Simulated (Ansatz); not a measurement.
Program: Ansatz. Geometries: PBE0-D4/def2-TZVP. ΔE: electronic, gas phase. CBS: MP2 limit from def2 TZ/QZ plus the TZ coupled-cluster correction, frozen cores. Each species was taken in one conformer, which may not be the lowest.

Reaction (isomerisation): `CC[N]([AlH2])[SiH3]` → `[CH3][AlH][CH2]N[SiH3]`

```
                 species  MP2/def2-TZVPP energy (Eh)
   `CC[N]([AlH2])[SiH3]`                  -667.74229
`[CH3][AlH][CH2]N[SiH3]`                  -667.71205
```

(1) Work out ΔE.

Largest T1 diagnostic among the species: 0.012.

Answers

(1) ΔE = (-667.71205) − (-667.74229) = 0.03024 Eh = +79.4 kJ/mol. CCSD(T)/CBS gives +74.0 kJ/mol.

Leaving LDA and LC-ωPBE aside and taking each functional with its dispersion term where it has one, the values, not all of them listed here, spread over 18.5 kJ/mol, from PBE-D4 to B97M-V. In def2-TZVPP, CCSD(T) changes the Hartree–Fock value by −12.3 kJ/mol (the triples alone add −0.8 kJ/mol) and MP2 by −11.1 kJ/mol.
